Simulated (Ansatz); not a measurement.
## Reading a saddle point

A first-order saddle point of SiNH₅Cl₂O, closed shell, PBE0-D4/def2-TZVP, with one imaginary mode of 1170i cm⁻¹:

| atom | x (Å) | y (Å) | z (Å) |
| --- | --- | --- | --- |
| Si1 | -0.6092 | -0.4048 | -0.1946 |
| N2 | 1.1813 | 0.0205 | -0.1263 |
| Cl3 | -0.3858 | -1.9302 | -1.6815 |
| Cl4 | -1.2218 | -1.5864 | 1.3647 |
| H5 | -1.5723 | 0.3771 | -0.9924 |
| H6 | 0.6709 | 0.9757 | 0.5601 |
| O7 | -0.4484 | 1.1365 | 0.9931 |
| H8 | 1.7331 | -0.6743 | 0.3655 |
| H9 | 1.6013 | 0.1683 | -1.0362 |
| H10 | -0.9492 | 1.9174 | 0.7474 |

Computed with Ansatz 0.2.0 (basis: def2-TZVPP and def2-QZVPP); correlated methods freeze the cores. Extrapolation: Hartree–Fock as exp(−7.88 √X), correlation as X^−2.97.

Task: Which contacts change along the imaginary mode, and what lies on either side? (Judge from chemistry; the calculation decides.)

Result: The calculation gives: The step is SiNH₃Cl₂ ([NH2][SiH]([Cl])[Cl]) + H₂O → SiH₂Cl₂O ([OH][SiH]([Cl])[Cl]) + NH₃ (still joined by a long Si–N bond), with the molecules in contact on both sides. Shortening one way: Si1–O7, N2–H6; lengthening the same way: Si1–N2, H6–O7.
| pair | one side (Å) | saddle (Å) | other side (Å) |
| --- | --- | --- | --- |
| Si1–O7 | 3.57 | 1.95 | 1.66 |
| N2–H6 | 2.09 | 1.28 | 1.01 |
| Si1–N2 | 1.71 | 1.84 | 2.04 |
| H6–O7 | 0.97 | 1.21 | 2.54 |

Task: Which side is lower, and how far does the saddle lie above each? (An estimate is asked for; the value comes from the calculation.)

Result: The calculation gives: The side with Si1–O7, N2–H6 short is lower by 11.14 kcal/mol; the saddle lies 34.54 kcal/mol above it and 23.40 kcal/mol above the other (CCSD(T) at an estimated basis limit (MP2 extrapolated from triple and quadruple zeta, plus CCSD(T) − MP2 in triple zeta); electronic energies).

No T1 diagnostic of these runs exceeds 0.010.

The step is the kind of ligand exchange by which a precursor binds to a hydroxyl group, or is hydrolysed, in atomic layer deposition of oxides.

Labels in which every atom is bracketed show which atoms are joined, not bond orders.

For scale, one of the runs: CCSD(T)/def2-TZVPP, 258 basis functions, launched by `ansatz run in.yaml --threads 8 --pin off --events-out ev --progress --plain --max-ram 19148MiB`. The run took 85 s on 8 CPU threads of a Oxide Virtual Turin-like (shared host), with 5.7 GiB of host memory at its peak.
